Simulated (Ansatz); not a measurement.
`[SH][Ti]([Cl])([Cl])[Cl]`, charge 0, multiplicity 1.

**Question.** Give a relaxed structure at PBE0-D4/def2-TZVP (the Gaussian-basis code of Ansatz). (Estimate.)

**Answer.** Ansatz gave: 
```xyz
6

S    -0.712    1.693   -0.161
Ti   -0.089   -0.469   -0.031
Cl   -1.883   -1.578   -0.503
Cl    1.509   -0.842   -1.455
Cl    0.638   -0.885    1.974
H     0.537    2.081    0.176
```
Point group Cs.
